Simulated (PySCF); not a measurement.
PySCF input file for Be(NMe2)(SiH3) (C₂H₉BeNSi), SMILES C[N](C)[Be][SiH3], TDDFT-PBE0/def2-SVPD. Geometry: B3LYP-D3(BJ)/def2-SVP. Other conformers were not sampled.

```python
import numpy as np
from pyscf import gto, scf, dft, tdscf

mol = gto.M(
    atom='''
    Be   -0.23681372    0.13523569    0.17465491
    N     0.85149497   -0.47588529   -0.66832402
    C     2.25749382   -0.14746845   -0.52197704
    C     0.60345716   -1.45446161   -1.71087582
    H     2.86247277   -1.04013970   -0.26625005
    H     2.67909292    0.27556863   -1.45554660
    H     2.40949106    0.59611363    0.27731177
    H     0.94565578   -1.09398497   -2.70144093
    H     1.13061157   -2.40867015   -1.51122992
    H    -0.47203534   -1.68101630   -1.79387020
    Si   -1.79438609    1.00431791    1.40134373
    H    -2.85409516    0.00917915    1.76998584
    H    -2.50401068    2.14854003    0.74280270
    H    -1.25469327    1.53579364    2.69619104
    ''',
    basis='def2-SVPD',
    charge=0,
    spin=0,
    max_memory=1600,
    verbose=4,
)
mf = dft.RKS(mol, xc='pbe0').density_fit(auxbasis='def2-universal-jkfit')
mf.grids.level = 3
mf.conv_tol = 1e-9
mf.max_cycle = 100
mf.kernel()
mf.grids = dft.Grids(mol).set(level=1).build(with_non0tab=True)  # coarser grid for the response kernel
td = tdscf.TDDFT(mf)
td.singlet = True
td.nstates = 10
td.conv_tol = 1e-4
td.positive_eig_threshold = 1e-6
td.kernel(x0=td.get_init_guess(mf, 15))
td.analyze()
tt = tdscf.TDA(mf)
tt.singlet = False
tt.nstates = 4
tt.conv_tol = 1e-4
tt.positive_eig_threshold = 1e-6
tt.kernel(x0=tt.get_init_guess(mf, 9))
tt.analyze(verbose=3)
```

Log of the run:

```
PySCF version 2.14.0

[INPUT] verbose = 4
[INPUT] num. atoms = 14
[INPUT] num. electrons = 46
[INPUT] charge = 0
[INPUT] spin (= nelec alpha-beta = 2S) = 0
[INPUT] symmetry False subgroup None
[INPUT] Mole.unit = angstrom
[INPUT] Symbol           X                Y                Z      unit          X                Y                Z       unit  Magmom
[INPUT]  1 Be    -0.236813720000   0.135235690000   0.174654910000 AA   -0.447513073339   0.255558416367   0.330049946211 Bohr   0.0
[INPUT]  2 N      0.851494970000  -0.475885290000  -0.668324020000 AA    1.609092289745  -0.899292864809  -1.262949360268 Bohr   0.0
[INPUT]  3 C      2.257493820000  -0.147468450000  -0.521977040000 AA    4.266045047698  -0.278674982514  -0.986393648911 Bohr   0.0
[INPUT]  4 C      0.603457160000  -1.454461610000  -1.710875820000 AA    1.140368760308  -2.748534101594  -3.233086732941 Bohr   0.0
[INPUT]  5 H      2.862472770000  -1.040139700000  -0.266250050000 AA    5.409289574325  -1.965579164287  -0.503139675152 Bohr   0.0
[INPUT]  6 H      2.679092920000   0.275568630000  -1.455546600000 AA    5.062751881061   0.520749239222  -2.750584435542 Bohr   0.0
[INPUT]  7 H      2.409491060000   0.596113630000   0.277311770000 AA    4.553278202988   1.126491499820   0.524043296418 Bohr   0.0
[INPUT]  8 H      0.945655780000  -1.093984970000  -2.701440930000 AA    1.787030432312  -2.067331977691  -5.104983499390 Bohr   0.0
[INPUT]  9 H      1.130611570000  -2.408670150000  -1.511229920000 AA    2.136546220565  -4.551726907915  -2.855810660048 Bohr   0.0
[INPUT] 10 H     -0.472035340000  -1.681016300000  -1.793870200000 AA   -0.892017513716  -3.176660417930  -3.389923381019 Bohr   0.0
[INPUT] 11 Si    -1.794386090000   1.004317910000   1.401343730000 AA   -3.390898271829   1.897885791896   2.648155856076 Bohr   0.0
[INPUT] 12 H     -2.854095160000   0.009179150000   1.769985840000 AA   -5.393458185847   0.017346079556   3.344788481958 Bohr   0.0
[INPUT] 13 H     -2.504010680000   2.148540030000   0.742802700000 AA   -4.731894398186   4.060152224365   1.403693667587 Bohr   0.0
[INPUT] 14 H     -1.254693270000   1.535793640000   2.696191040000 AA   -2.371026650635   2.902229363449   5.095062645106 Bohr   0.0

nuclear repulsion = 180.878962257644
number of shells = 76
number of NR pGTOs = 244
number of NR cGTOs = 168
basis = def2-SVPD
ecp = {}


[settings echo left out]
init E= -440.147128927578
  HOMO = -0.279392926111882  LUMO = -0.0764209209696367  gap/eV = 5.52315
cycle= 1 E= -440.083007973548  delta_E= 0.0641  |g|= 0.358  |ddm|= 8.45
  HOMO = -0.162197127524544  LUMO = -0.0208742427053816  gap/eV = 3.84559
cycle= 2 E= -440.036760495524  delta_E= 0.0462  |g|= 0.574  |ddm|= 1.71
  HOMO = -0.241409438924888  LUMO = -0.0269948889303917  gap/eV = 5.83452
cycle= 3 E= -440.116688128295  delta_E= -0.0799  |g|= 0.0556  |ddm|= 0.853
  HOMO = -0.241183887136511  LUMO = -0.0314085674957028  gap/eV = 5.70828
cycle= 4 E= -440.117324755705  delta_E= -0.000637  |g|= 0.0166  |ddm|= 0.186
  HOMO = -0.240853893127972  LUMO = -0.0306005183281548  gap/eV = 5.72129
cycle= 5 E= -440.117388281279  delta_E= -6.35e-05  |g|= 0.0053  |ddm|= 0.0293
  HOMO = -0.240985049366358  LUMO = -0.0304390276375224  gap/eV = 5.72925
cycle= 6 E= -440.117394803041  delta_E= -6.52e-06  |g|= 0.000793  |ddm|= 0.00961
  HOMO = -0.241013519409233  LUMO = -0.0305140484247826  gap/eV = 5.72798
cycle= 7 E= -440.117394990459  delta_E= -1.87e-07  |g|= 0.000121  |ddm|= 0.0023
  HOMO = -0.240990640553504  LUMO = -0.0304803557043831  gap/eV = 5.72828
cycle= 8 E= -440.117394996778  delta_E= -6.32e-09  |g|= 2.81e-05  |ddm|= 0.000382
  HOMO = -0.240994415120235  LUMO = -0.0304855473329924  gap/eV = 5.72824
cycle= 9 E= -440.11739499715  delta_E= -3.72e-10  |g|= 3.25e-06  |ddm|= 0.000289
  HOMO = -0.24099380671923  LUMO = -0.0304851952095375  gap/eV = 5.72823
Extra cycle  E= -440.117394997156  delta_E= -6.03e-12  |g|= 1.74e-06  |ddm|= 1.89e-05
converged SCF energy = -440.117394997156
tot grids = 49224
Overwritten attributes  positive_eig_threshold  of <class 'pyscf.tdscf.rks.TDDFT'>


******** <class 'pyscf.tdscf.rks.TDDFT'> for <class 'pyscf.df.df_jk.DFRKS'> ********
nstates = 10 singlet
deg_eia_thresh = 1.000e-03
wfnsym = None
conv_tol = 0.0001
eigh lindep = 1e-12
eigh level_shift = 0
eigh max_cycle = 100


Excitation energies (eV)
[4.29683688 5.3897365  5.56520929 5.84316614 6.28308461 6.3808152
 6.78531531 6.95242041 7.05074927 7.20371312]

** Singlet excitation energies and oscillator strengths **
Excited State   1:      4.29684 eV    288.55 nm  f=0.0000
      23 -> 24        0.70214
Excited State   2:      5.38974 eV    230.04 nm  f=0.2075
      23 -> 25        0.70123
Excited State   3:      5.56521 eV    222.78 nm  f=0.0003
      23 -> 26       -0.68779
      23 -> 27        0.12216
Excited State   4:      5.84317 eV    212.19 nm  f=0.0622
      22 -> 24       -0.69624
Excited State   5:      6.28308 eV    197.33 nm  f=0.0025
      22 -> 25        0.30849
      23 -> 27       -0.62018
Excited State   6:      6.38082 eV    194.31 nm  f=0.0815
      22 -> 25       -0.61183
      23 -> 26       -0.11108
      23 -> 27       -0.30418
Excited State   7:      6.78532 eV    182.72 nm  f=0.0000
      23 -> 28        0.70074
Excited State   8:      6.95242 eV    178.33 nm  f=0.1890
      22 -> 26        0.65092
      22 -> 27        0.16949
      23 -> 29        0.19696
Excited State   9:      7.05075 eV    175.85 nm  f=0.0605
      22 -> 26        0.18361
      23 -> 29       -0.67103
Excited State  10:      7.20371 eV    172.11 nm  f=0.0039
      20 -> 25       -0.15194
      21 -> 24       -0.68070

** Transition electric dipole moments (AU) **
state          X           Y           Z        Dip. S.      Osc.
  1        -0.0008     -0.0012      0.0007      0.0000      0.0000
  2         0.9033     -0.5088     -0.7049      1.5717      0.2075
  3        -0.0347      0.0163      0.0308      0.0024      0.0003
  4         0.4539      0.3545      0.3211      0.4348      0.0622
  5         0.0052     -0.0896      0.0901      0.0162      0.0025
  6         0.0726     -0.5304      0.4843      0.5211      0.0815
  7        -0.0039      0.0081     -0.0106      0.0002      0.0000
  8        -0.7591      0.4389      0.5835      1.1094      0.1890
  9        -0.4142      0.1817      0.3819      0.3504      0.0605
 10         0.0923      0.1143      0.0260      0.0223      0.0039

** Transition velocity dipole moments (imaginary part, AU) **
state          X           Y           Z        Dip. S.      Osc.
  1        -0.0000     -0.0002      0.0002      0.0000      0.0000
  2         0.1732     -0.0975     -0.1349      0.0577      0.1943
  3        -0.0072      0.0054      0.0042      0.0001      0.0003
  4         0.1003      0.0785      0.0711      0.0213      0.0661
  5         0.0017     -0.0241      0.0238      0.0011      0.0033
  6         0.0171     -0.1263      0.1156      0.0296      0.0842
  7        -0.0001      0.0035     -0.0025      0.0000      0.0000
  8        -0.1969      0.1141      0.1504      0.0744      0.1942
  9        -0.1032      0.0438      0.0982      0.0222      0.0571
 10         0.0257      0.0321      0.0073      0.0017      0.0044

** Transition magnetic dipole moments (imaginary part, AU) **
state          X           Y           Z
  1        -0.3075      0.1740      0.2249
  2        -0.0204     -0.0219     -0.0103
  3        -0.2946     -0.2343     -0.2138
  4         0.0661     -0.4965      0.4547
  5         0.6538      0.5133      0.4649
  6        -0.0524     -0.0481     -0.0435
  7         0.1523     -0.0743     -0.1644
  8        -0.0059     -0.0168      0.0026
  9        -0.0098      0.0207     -0.0156
 10        -0.3855      0.1854      0.4100
Overwritten attributes  positive_eig_threshold  of <class 'pyscf.tdscf.rks.TDA'>


******** <class 'pyscf.tdscf.rks.TDA'> for <class 'pyscf.df.df_jk.DFRKS'> ********
nstates = 4 triplet
deg_eia_thresh = 1.000e-03
wfnsym = None
conv_tol = 0.0001
eigh lindep = 1e-12
eigh level_shift = 0
eigh max_cycle = 100


Excitation energies (eV)
[4.18474463 4.33620872 4.54769528 5.1457115 ]

** Triplet excitation energies and oscillator strengths **
Excited State   1:      4.18474 eV    296.28 nm  f=0.0000
Excited State   2:      4.33621 eV    285.93 nm  f=0.0000
Excited State   3:      4.54770 eV    272.63 nm  f=0.0000
Excited State   4:      5.14571 eV    240.95 nm  f=0.0000
```

The calculation finished and met its thresholds.
